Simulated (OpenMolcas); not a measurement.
# Ne⁴⁺: RASPT2 settings compared

```yaml
Program: OpenMolcas 26.06
Basis: ANO-R1 [3s2p1d]
Scalar_Hamiltonian: X2C, finite nucleus
Active_space: 4 electrons in 9 orbitals (RAS2 2s 2p; RAS3 3d, at most 2 electrons)
State_averaging: 2S+1 = 3 even, 3 roots; 2S+1 = 1 even, 6 roots kept (CI in the orbitals of an earlier block); 2S+1 = 5 odd, 1 root
Spin-orbit_coupling: RASSI with atomic mean-field integrals over the reference wave functions, term energies averaged over their components
```

Methods on the same reference wave functions:
A. RASSCF
B. SS-RASPT2, IPEA 0.3 Eh, imaginary shift 0.4 Eh (closed shells correlated: 1s)
C. XMS-RASPT2, IPEA 0.4 Eh, no level shift (closed shells correlated: none)
D. XMS-RASPT2, IPEA 0.4 Eh, sigma2 regulariser 0.2 Eh (closed shells correlated: 1s)

Energies in cm-1 above 2s2 2p2 3P0, the measured ground level; measured values from NIST levels in Podobedova, Fuhr, Reader and Wiese, J. Phys. Chem. Ref. Data 33, 525 (2004).

```json
{"Level": "2s2 2p2 3P0", "A": "0.0", "B": "0.0", "C": "0.0", "D": "0.0", "Measured": "0.0"}
{"Level": "2s2 2p2 3P1", "A": "398", "B": "398", "C": "398", "D": "398", "Measured": "412"}
{"Level": "2s2 2p2 3P2", "A": "1149", "B": "1150", "C": "1150", "D": "1150", "Measured": "1110"}
{"Level": "2s2 2p2 1D2", "A": "32579", "B": "32377", "C": "32370", "D": "32367", "Measured": "30292"}
{"Level": "2s2 2p2 1S0", "A": "69571", "B": "68231", "C": "68305", "D": "68253", "Measured": "63914"}
{"Level": "2s 2p3 5S* 2", "A": "75241", "B": "74919", "C": "75010", "D": "74941", "Measured": ""}
```

Deviations, from unrounded energies. A percentage is the sum of absolute deviations over the sum of measured energies, with the sign that they share, or ± where signs differ.

| Against measurement | Levels | A | B | C | D |
| --- | --- | --- | --- | --- | --- |
| mean absolute deviation (cm-1) | 4 | 2000 | 1600 | 1600 | 1600 |
| fine structure of the ground term (%) | 2 | ±3.5 | ±3.5 | ±3.5 | ±3.5 |
| other terms of the ground configuration (%) | 2 | +8.4 | +6.8 | +6.9 | +6.8 |

B, C, D lie about equally close to measurement and A furthest from it. The largest miss of B in the table is 2s2 2p2 1S0, by +4300 cm-1. The ranking rests on the paired levels alone, and a cruder setting can come out closer through cancelling errors.

Among B to D the level of the table that moves most is 2s 2p3 5S* 2, by 91 cm-1 (lowest in B, highest in C).

From A to B the spin-free energies of the other terms of 2s2 2p2 shown, above 3P, scale by factors of 0.98 to 0.99.

The lowest spin-free term lies below A's lowest term by 0.003 hartree in B, 0.002 hartree in C, 0.003 hartree in D.

Terms from blocks run as CI alone lack orbitals of their own. Active for correlation alone: 3d; no level in the range computed is led by a configuration that fills it, so any true level of that kind is missing. The basis is small and was not contracted for so high a charge. Measured partners are found by configuration, term and J. A level has none where our copy of the source lacks it or the pairing is in doubt (some pairs that miss far off the trend of their configuration count as doubtful), and it then counts in no deviation. Levels of configurations outside the active space are missing.

* marks odd parity.
